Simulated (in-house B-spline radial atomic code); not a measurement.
Ca. Computed with a B-spline radial atomic code. Model: all-electron spherical atom, spin shells full or empty, radial basis limit, no spin-orbit coupling, Breit or QED, empty-state partial waves extrapolated as (l+1/2)^-4, RPA, G0W0 and static COHSEX of the highest shell as one setting changes (uncorrelated shells keep exact exchange).

Given: element Ca; charge 0; filled core Ar; hamiltonian one-electron scalar X2C; mean-field start r2SCAN; highest l of empty states 9; nuclear rms radius 3.4776 fm; highest mean-field shell 4s.

Shell: 4s 1 1 (electrons up and down).

| lowest nl shells left uncorrelated | RPA correlation energy (hartree) | G0W0 level (eV) | G0W0 minus most complete (meV) | COHSEX level (eV) | removal by RPA minus most complete (meV) |
| --- | --- | --- | --- | --- | --- |
| 0 | -1.23 | -6.2443 | 0 | -8.037 | 0 |
| 1 | ? | ? | ? | ? | ? |
| 2 | ? | ? | ? | ? | ? |
| 3 | -0.53445 | -6.236 | 8.3 | -8.0217 | -1.9 |
| 4 | -0.40086 | -6.2366 | 7.7 | -8.0221 | -7.8 |
| 5 | -0.063906 | -6.0026 | 241.7 | -7.6868 | -193 |

(1) What follows for lowest nl shells left uncorrelated = 1?

(2) What follows for lowest nl shells left uncorrelated = 2?

Results:

(1) RPA correlation energy -1.093 hartree; G0W0 level -6.2441 eV; G0W0 minus most complete 0.2 meV; COHSEX level -8.0364 eV; removal by RPA minus most complete 0.1 meV.

(2) RPA correlation energy -0.94074 hartree; G0W0 level -6.246 eV; G0W0 minus most complete -1.7 meV; COHSEX level -8.0408 eV; removal by RPA minus most complete 1.8 meV.
